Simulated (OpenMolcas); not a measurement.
Computed levels of 4f6 in ions with 60 electrons, in cm-1 above 7F0.

```
Program             : OpenMolcas 26.06
Method              : CASSCF
Basis               : ANO-RCC-VTZP
Scalar Hamiltonian  : DKH2, point nucleus
Spin-orbit coupling : state interaction with AMFI integrals over the reference wave functions, term energies averaged over their components
```

Active space for each ion: 6 electrons in 7 orbitals (4f).

```tsv
Level	Sm2+	Gd4+
7F1	287	488
7F2	814	1350
7F3	1522	2467
7F4	2361	3749
7F5	3289	5130
7F6	4279	6565
5D0(1)	18857	22646
5D1(1)	20119	24753
5D2(1)	22132	27876
```

Task: Estimate 7F6, 5D0(1), 5D1(1) for Eu3+ from its neighbours Sm2+ and Gd4+.

Result: 7F6 is fine structure, which grows about as the fourth power of a screened charge, so the fourth roots are averaged: ((4279^0.25 + 6565^0.25) / 2)^4 = 5331. The calculation gives 5417, so the estimate is off by -1.6 %.
5D0(1) is another term, which grows about linearly with the charge: (18857 + 22646) / 2 = 20752. The calculation gives 20751, so the estimate is off by 0 %.
5D1(1) is another term, which grows about linearly with the charge: (20119 + 24753) / 2 = 22436. The calculation gives 22425, so the estimate is off by 0 %.

High states are left out of the spin-orbit mixing, which shifts the levels that they would mix with. Without dynamic correlation excited terms often stand tens of per cent too high (terms of higher spin than the ground term too low), and those without a measured partner can miss by more than the paired ones. Only configurations of the active space appear.

A number in round brackets counts repeated terms of one configuration in the order of the reference energies.
